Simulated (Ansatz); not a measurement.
The cluster Li19⁺, relaxed as a singlet with RKS PBE/def2-SVP in Ansatz, starting from the GFN1-xTB geometry. Force threshold 0.02 eV/Å.

The restricted singlet is unstable towards broken spin symmetry in Hartree–Fock (as tested in another run); at PBE/def2-SVP this wasn't settled. The structure comes from a short search, and lower isomers may exist.

Start:

```
atom   x (Å)   y (Å)   z (Å)
 Li1  -2.948   0.282   1.855
 Li2   2.753   0.068  -2.147
 Li3   1.110   2.454   1.465
 Li4   2.176   0.509   3.121
 Li5  -0.598   2.912  -1.010
 Li6  -1.577   2.638   1.520
 Li7  -1.817  -0.081  -2.571
 Li8   2.088   2.423  -1.021
 Li9   2.444  -2.209  -0.539
Li10   2.913   0.275   0.573
Li11   0.403   1.330  -2.951
Li12  -2.847   1.450  -0.634
Li13  -0.100  -3.025   0.031
Li14  -2.591  -1.402  -0.174
Li15  -0.451   0.528   2.932
Li16  -1.628  -2.846  -2.175
Li17  -1.358  -1.995   2.266
Li18   0.615  -1.501  -2.542
Li19   1.414  -1.810   2.001
```

(1) Estimate the energy that the relaxation releases and the steps that it takes.

(2) Does the start keep its bonding and symmetry?

(3) Predict the relaxed structure.

Answers

(1) 4.24 eV, in 40 steps; 2.6 min on 4 threads of Arm Neoverse V2 on a shared host. The force fell under the threshold at step 35, but the optimiser went on and released 0.004 eV more. No frequencies were taken in this run, so the end may be a saddle point.

(2) Bonds lost: Li1–Li6, Li1–Li14, Li2–Li8, Li2–Li9, Li2–Li11, Li3–Li8, Li4–Li10, Li4–Li19 (atoms count from 1). Bonds formed: Li2–Li5, Li2–Li7, Li5–Li7, Li5–Li10, Li5–Li15, Li5–Li18, Li10–Li18, Li12–Li15 (atoms count from 1).

(3) 
```
atom    x (Å)    y (Å)    z (Å)
 Li1  -3.1978   0.7539   2.4327
 Li2   1.6372   0.3200  -3.1387
 Li3   1.7533   1.7400   1.7033
 Li4  -0.2854   0.9283   3.9699
 Li5   0.3607   1.3871  -0.8463
 Li6  -0.7626   3.2524   1.0742
 Li7  -1.2948  -0.1605  -2.7242
 Li8   2.2902   3.2150  -1.1620
 Li9   2.6118  -3.0082  -1.0202
Li10   2.9837   0.0951  -0.4673
Li11  -0.6367   3.0427  -2.6989
Li12  -2.5509   1.4827  -0.5666
Li13  -0.0569  -3.7527   0.5363
Li14  -2.3149  -1.6735  -0.0770
Li15  -0.7486   0.2455   1.3876
Li16  -0.3246  -3.1809  -2.5792
Li17  -1.4481  -1.8838   2.9539
Li18   0.4689  -1.3605  -0.7263
Li19   1.5157  -1.4425   1.9489
```
Bond lengths (bridged metal pairs left out): 32 × Li–Li 2.68 to 3.02 Å.
